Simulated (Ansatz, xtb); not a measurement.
# AlOF2 (SMILES [O][Al]([F])[F]): methods side by side

AlOF2: 4 atoms, total charge 0, spin state doublet. SMILES: `[O][Al]([F])[F]`. Geometry: relaxed at PBE0-D4/def2-TZVP.

```xyz
4

O     0.6829   -0.9109    1.2600
Al   -0.0006    0.0043   -0.0324
F    -1.4772   -0.4016   -0.5925
F     0.8504    1.2479   -0.6553
```

Quantity: the vertical electron affinity (to the singlet anion), in eV. The values are calculated.

The electron affinity is E(neutral) − E(anion): positive where the electron is bound.

| level | kind | program | value (eV) | CPU time (all runs) |
| --- | --- | --- | --- | --- |
| GFN1-xTB | semi-empirical | xtb | 10.54 | under 2 s |
| GFN2-xTB | semi-empirical | xtb | 9.20 | under 2 s |
| UHF/STO-3G | Hartree–Fock | Ansatz | -7.19 | 0.35 s |
| USVWN5/STO-3G | LDA | Ansatz | -4.48 | 2.5 s |
| U-revPBE/STO-3G | GGA | Ansatz | -4.86 | 4.3 s |
| UBLYP/STO-3G | GGA | Ansatz | -4.94 | 4.5 s |
| UPBE/STO-3G | GGA | Ansatz | -4.77 | 4.5 s |
| U-r2SCAN/STO-3G | meta-GGA | Ansatz | -4.88 | 11 s |
| U-r2SCAN0/STO-3G | hybrid meta-GGA | Ansatz | -5.12 | 12 s |
| UB3LYP/STO-3G | global hybrid | Ansatz | -4.91 | 3.8 s |

The values span -7.19 to 10.54 eV. The xTB values lack the empirical shift that such differences need. All rows use very small basis sets, so even the best lies far from the true value. Negative values mean that the anion is unbound at that level; they are set by how diffuse the basis is and aren't properties of the molecule. Times are those of the runs behind each value, whatever else they computed, on shared processors of several kinds: orders of magnitude only.
